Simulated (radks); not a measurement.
Ta5+, configuration [Xe] 4f14. Method: scalar-relativistic Kohn-Sham, PBE, spin-polarised, spherical densities, finite nucleus; Fermi nuclear charge, rms radius 5.3507 fm; computed with a radial shooting solver on a logarithmic mesh with Libxc functionals.

Unscreened Slater integrals over Kohn-Sham orbitals (eV). They are taken over the spin-up orbitals.

integral,value
"F0(4f,4f)",39.802
"F2(4f,4f)",19.105
"F4(4f,4f)",12.023
"F6(4f,4f)",8.6599
"F0(4f,5p)",23.852
"F2(4f,5p)",7.8243
"G2(4f,5p)",3.5962
"G4(4f,5p)",2.8792
"F0(4f,5s)",26.655
"G3(4f,5s)",4.3886
"F0(4f,4d)",42.859
"F2(4f,4d)",20.727
"F4(4f,4d)",13.269
"G1(4f,4d)",24.152
"G3(4f,4d)",15.310
"G5(4f,4d)",10.863
"F0(5p,5p)",19.662
"F2(5p,5p)",10.675
"F0(5p,5s)",20.927
"G1(5p,5s)",14.046
"F0(5p,4d)",24.544
"F2(5p,4d)",6.8918
"G1(5p,4d)",1.8860
"G3(5p,4d)",1.8524
"F0(5s,5s)",22.565
"F0(5s,4d)",27.612
"G2(5s,4d)",2.8677
"F0(4d,4d)",46.838
"F2(4d,4d)",23.790
"F4(4d,4d)",15.928
